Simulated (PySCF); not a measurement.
**Spin states of NiF**

Unrestricted PBE0; PySCF, no relativity, basis sets Ni def2-TZVP, F def2-TZVP. Outer shells of the fragments: Ni 3d8 4s2; F 2s2 2p5.

Followed along the bond (rough minima from three points):

| 2Ms+1 | unpaired | ⟨S²⟩ at the start | R at minimum (Å) | Te (eV) |
| --- | --- | --- | --- | --- |
| 2 | σ ↑ | 0.75 | 1.77 | 0.00 |
| 2 | π ↑ | 0.86 | 1.75 | 0.03 |
| 4 | σ ↑↑, π ↑ | 3.75 | 1.63 | 0.65 |
| 4 | σ ↑↑, δ ↑ | 3.75 | 1.79 | 0.69 |
| 4 | σ ↑, π ↑↑ | 3.75 | 1.76 | 0.89 |
| 2 | σ ↓, π ↑↑ | 1.76 | 1.76 | 1.21 |

Solutions found at the starting distance of 1.670 Å, counted from the lowest of them; the search is not exhaustive and high or unbound solutions are not listed, so other states can lie among these:

```csv
2Ms+1,unpaired,term,E (eV),⟨S²⟩,⟨Lz²⟩,μ (D)
2,π ↑,²Π,0.00,0.86,1.11,-4.67
2,σ ↑,²Σ⁺,0.01,0.75,0.00,-4.81
4,"σ ↑↑, π ↑",mixed,0.70,3.75,2.30,-2.10
4,"σ ↑↑, δ ↑",⁴Δ,0.76,3.75,4.00,-2.44
4,"σ ↑, π ↑↑",⁴Σ⁻,0.88,3.75,0.00,-1.92
2,"σ ↓, π ↑↑",mixed,1.20,1.76,0.00,-1.92
4,"σ ↑, π ↑, δ ↑",mixed,1.47,3.75,5.00,-2.20
2,"σ ↑, π ↑↓",mixed,1.73,1.75,2.00,-1.77
2,"σ ↓, π ↑, δ ↑",mixed,1.79,1.76,5.01,-2.07
4,"σ ↑, π ↑, δ ↑",mixed,1.79,3.75,3.59,-1.95
2,"σ ↓, π ↑, δ ↑",mixed,2.20,1.74,3.12,-1.76
2,"σ ↑, π ↑, δ ↓",mixed,2.32,1.75,5.01,-1.90
2,"σ ↑, π ↑, δ ↓",mixed,2.48,1.75,3.92,-1.73
4,"σ ↑, π ↑↑",mixed,6.27,3.76,2.06,2.51
```

A term symbol is given only where ⟨S²⟩ and ⟨Lz²⟩ are close to those of a pure state; real π, δ and φ orbitals otherwise mix terms. A positive dipole means Ni(−)F(+).

The state is the lowest single determinant that the PBE0 search found; with open d or f shells the true ground state can be another one.
